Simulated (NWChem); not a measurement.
Molecule: BeH$_{2}$; SMILES [BeH2]

```xyz
3

Be     0.0000     0.0000     0.0000
H      0.0000     0.0000     1.3390
H      0.0000     0.0000    -1.3390
```
Atoms are numbered in this order, from 1.

Results from NWChem. Pople sets run with spherical d functions. All runs use the structure optimised with PBE0/def2-SVP. Static field.

For level PBE0/6-31+G*:

| Property | Value |
|---|---|
| isotropic polarisability (bohr³) | 16.7 |
| anisotropy (bohr³) | 2.9 |

Question: What are these values for level PBE0/aug-cc-pVTZ?

Answer: The isotropic polarisability (bohr³) is 20.9. The anisotropy (bohr³) comes out as 0.6.
